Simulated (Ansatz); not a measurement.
H3O3Si (`[O][SiH](O)O`) radical, 7 atoms. The species carries charge 0 and has multiplicity 2. All runs use 2 threads of a server CPU on a shared host. Correlated methods freeze the cores. Open-shell runs search over several starts.

Q: How many basis functions does each run have, and how long does it take in Ansatz? UKS r2SCAN-D4/def2-TZVPP energy and forces; UKS PBE0-D4/def2-TZVP relaxation (25 steps); UKS ωB97M-V/def2-QZVPP energy; UHF-CCSD(T)/def2-TZVPP energy; direct RPA on PBE orbitals/def2-TZVPP energy; UKS PBE0-D4/def2-SVP energy; UHF-CCSD(T)/def2-SVP energy; UHF-MP2/def2-QZVPP energy; UKS r2SCAN0-D4/def2-TZVPP energy; UKS PBE0-D4/def2-TZVP frequencies; UKS r2SCANh-D4/def2-TZVPP energy; UKS ωB97M-V/def2-SVP energy. (An estimate is asked.)

A: Ansatz gave: Other jobs shared the machine, so times are rough.

| level | job | functions | wall time | peak host memory (GiB) |
| --- | --- | --- | --- | --- |
| UKS PBE0-D4/def2-SVP | energy | 75 | 4 s | 0.18 |
| UHF-CCSD(T)/def2-SVP | energy | 75 | 14 s | 0.39 |
| direct RPA on PBE orbitals/def2-TZVPP | energy | 177 | 17 s | 0.45 |
| UKS ωB97M-V/def2-SVP | energy | 75 | 18 s | 0.31 |
| UKS r2SCAN-D4/def2-TZVPP | energy and forces | 177 | 25 s | 0.41 |
| UKS r2SCAN0-D4/def2-TZVPP | energy | 177 | 28 s | 0.64 |
| UKS r2SCANh-D4/def2-TZVPP | energy | 177 | 28 s | 0.64 |
| UHF-MP2/def2-QZVPP | energy | 331 | 70 s | 1.3 |
| UKS ωB97M-V/def2-QZVPP | energy | 331 | 85 s | 1.7 |
| UKS PBE0-D4/def2-TZVP | frequencies | 148 | 120 s | 0.5 |
| UKS PBE0-D4/def2-TZVP | relaxation (25 steps) | 148 | 4.1 min | 0.5 |
| UHF-CCSD(T)/def2-TZVPP | energy | 177 | 5.5 min | 4.3 |
